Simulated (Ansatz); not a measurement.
Reaction (formal exchange of groups at a Ge–C bond): `O=[C](S)[GeH3]` + `CCSCN` → `NC[S][GeH3]` + `CCC(=O)S`

Calculated with Ansatz (gas phase, PBE0-D4/def2-TZVP geometries, no zero-point term in ΔE). CCSD(T)/CBS is the MP2 limit (def2-TZVPP, def2-QZVPP) plus CCSD(T) − MP2 in def2-TZVPP, frozen cores. For Ge outer-core shells are correlated without core-valence functions, which leaves a few kJ/mol of doubt a bond. Scalar relativity is left out up to krypton. Each species was taken in one conformer, which may not be the lowest.

```csv
species,CCSD(T)/CBS(def2) energy (Eh)
`O=[C](S)[GeH3]`,-2589.49105
`CCSCN`,-572.04932
`NC[S][GeH3]`,-2570.85731
`CCC(=O)S`,-590.71984
```

Q: Work out ΔE.

A: ΔE = (-2570.85731) + (-590.71984) − (-2589.49105) − (-572.04932) = -0.03678 Eh = -96.6 kJ/mol.

Largest T1 diagnostic among the species: 0.016.

In def2-TZVPP, CCSD(T) changes the Hartree–Fock value by +16.0 kJ/mol (the triples alone add +2.9 kJ/mol) and MP2 by +13.9 kJ/mol. From PBE to PBE0 (25 % exact exchange), in def2-TZVPP and without D4, ΔE moves by −9.5 kJ/mol.
